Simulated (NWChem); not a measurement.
System: BH2OI; SMILES OBI

```xyz
5

B     -0.5953     1.4772     0.0000
H     -1.7713     1.7223     0.0000
I      0.0220    -0.5859     0.0000
O      0.2954     2.4702     0.0000
H      1.2176     2.1851     0.0000
```
Atoms are numbered in this order, from 1.

The geometry was optimised at PBE0/def2-SVP. def2 effective core potentials on I; no spin-orbit coupling.

Symmetry labels are those of Cs in the frame above (b1 and b2, or b-type labels, depend on it).

**Question.** List the 4 lowest vertical singlet excitations and the 4 lowest triplet ones from B3LYP/def2-SVP with def2 effective core potentials on I, TDA (NWChem).

**Answer.** 
```csv
state,energy (eV),oscillator strength,symmetry,leading excitation (squared amplitude)
S1,5.39,0.001,a",HOMO → LUMO (1.00)
S2,6.10,0.066,a',HOMO−1 → LUMO (0.90)
S3,6.61,0.001,a",HOMO−2 → LUMO (0.98)
S4,7.00,0.013,a',HOMO → LUMO+1 (0.90)
T1,5.25,spin-forbidden,a",HOMO → LUMO (0.99)
T2,5.28,spin-forbidden,a',HOMO−1 → LUMO (1.00)
T3,6.10,spin-forbidden,a",HOMO−2 → LUMO (0.92)
T4,6.31,spin-forbidden,a',HOMO → LUMO+1 (0.90)
```
